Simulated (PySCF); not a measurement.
Point-charge models of `C(P(CC(F)(F)F)C[SiH3])C` against its computed dipole.

Coordinates (GFN2-xTB, Å) and charges (e) from the PBE0/pcSseg-1 density (PySCF):

| atom | x | y | z | Mulliken | IAO | Hirshfeld | ESP-fitted |
| --- | --- | --- | --- | --- | --- | --- | --- |
| C1 | 2.887 | -0.148 | 0.132 | -0.2634 | -0.4151 | -0.1199 | -0.3040 |
| C2 | 1.571 | 0.474 | 0.581 | -0.4729 | -0.4278 | -0.1139 | +0.1424 |
| P3 | 0.208 | 0.116 | -0.644 | +0.3376 | +0.5024 | +0.1594 | -0.1876 |
| C4 | -0.273 | -1.572 | -0.056 | -0.7405 | -0.7235 | -0.2030 | -0.3892 |
| Si5 | -1.736 | -2.317 | -1.030 | +0.5168 | +0.6030 | +0.3124 | +0.4537 |
| C6 | -1.158 | 1.050 | 0.247 | -0.5004 | -0.4896 | -0.1425 | -0.5420 |
| C7 | -1.196 | 2.462 | -0.264 | +0.7997 | +0.8098 | +0.2533 | +0.5757 |
| F8 | -1.343 | 2.514 | -1.595 | -0.2639 | -0.2812 | -0.0957 | -0.1655 |
| F9 | -0.081 | 3.154 | 0.021 | -0.2739 | -0.2889 | -0.0867 | -0.1655 |
| F10 | -2.214 | 3.176 | 0.256 | -0.2759 | -0.2904 | -0.1068 | -0.2131 |
| H11 | 2.802 | -1.231 | 0.055 | +0.1124 | +0.1328 | +0.0366 | +0.0908 |
| H12 | 3.175 | 0.240 | -0.843 | +0.1266 | +0.1466 | +0.0398 | +0.1061 |
| H13 | 3.679 | 0.081 | 0.843 | +0.1270 | +0.1474 | +0.0447 | +0.0654 |
| H14 | 1.687 | 1.558 | 0.644 | +0.1648 | +0.1542 | +0.0320 | +0.0538 |
| H15 | 1.283 | 0.096 | 1.568 | +0.1357 | +0.1279 | +0.0344 | +0.0141 |
| H16 | -0.470 | -1.547 | 1.018 | +0.1647 | +0.1452 | +0.0386 | +0.1401 |
| H17 | 0.602 | -2.206 | -0.215 | +0.1813 | +0.1608 | +0.0441 | +0.1791 |
| H18 | -1.441 | -2.251 | -2.458 | -0.0611 | -0.1091 | -0.0722 | -0.0803 |
| H19 | -2.970 | -1.584 | -0.728 | -0.0835 | -0.1237 | -0.0749 | -0.1025 |
| H20 | -1.892 | -3.704 | -0.586 | -0.0787 | -0.1136 | -0.0766 | -0.1297 |
| H21 | -2.120 | 0.592 | 0.013 | +0.1820 | +0.1725 | +0.0474 | +0.2560 |
| H22 | -1.012 | 1.067 | 1.330 | +0.1654 | +0.1603 | +0.0500 | +0.2022 |

Problem. Form Σ q r in debye for every column and set it beside the full dipole.

Solution. The full density gives (0.79, -2.51, 1.90) D, 3.24 D in size; dipole vectors point from the negative to the positive end.

| scheme | μx | μy | μz | size (D) | share of the full size (%) | angle to the full dipole (°) |
| --- | --- | --- | --- | --- | --- | --- |
| Mulliken | 0.40 | -3.73 | -0.36 | 3.76 | 116 | 43 |
| IAO | 0.35 | -3.41 | -0.54 | 3.47 | 107 | 46 |
| Hirshfeld | 0.36 | -1.40 | -0.09 | 1.45 | 45 | 40 |
| ESP-fitted | 0.83 | -2.55 | 1.87 | 3.27 | 101 | 1 |

Problem. Which set comes closest?

Solution. Length of the difference vector: ESP-fitted 0.07 D, Hirshfeld 2.32 D, Mulliken 2.60 D, IAO 2.64 D. Closest: ESP-fitted. The schemes that divide the density aren't constrained to reproduce the dipole.

Problem. What is left for the Hirshfeld atoms' own dipoles?

Solution. The Hirshfeld atoms' densities add up to the full density, so μ = Σ q r + Σ (atomic dipoles). The atomic dipoles sum to (0.79, -2.51, 1.90) − (0.36, -1.40, -0.09) = (0.43, -1.11, 1.99) D, 2.32 D in size.

Problem. With the origin at the mean of the coordinates, (0.000, 0.001, -0.078) Å, which are the largest single terms, by size, of the Hirshfeld dipole along the direction of the full one?

Solution. C7 -2.80, F8 +1.45, F10 +1.44, Si5 +1.21, C4 -1.13 D; all 22 atoms together +1.11 D. The single terms depend on the origin, their sum doesn't.

Problem. Give the size of the full dipole in other units.

Solution. 3.24 D = 1.275 au = 0.675 e·Å = 10.81 × 10⁻³⁰ C·m.

One conformer (not necessarily the lowest) at the GFN2-xTB geometry, without solvent, vibrations or thermal averaging.

The values belong to the conformer `[CH3:1][CH2:2][P:3]([CH2:4][SiH3:5])[CH2:6][C:7]([F:8])([F:9])[F:10]`: C1–C2–P3–C4 83°, C2–P3–C4–Si5 178°, C2–P3–C6–C7 91°, P3–C6–C7–F8 56°.
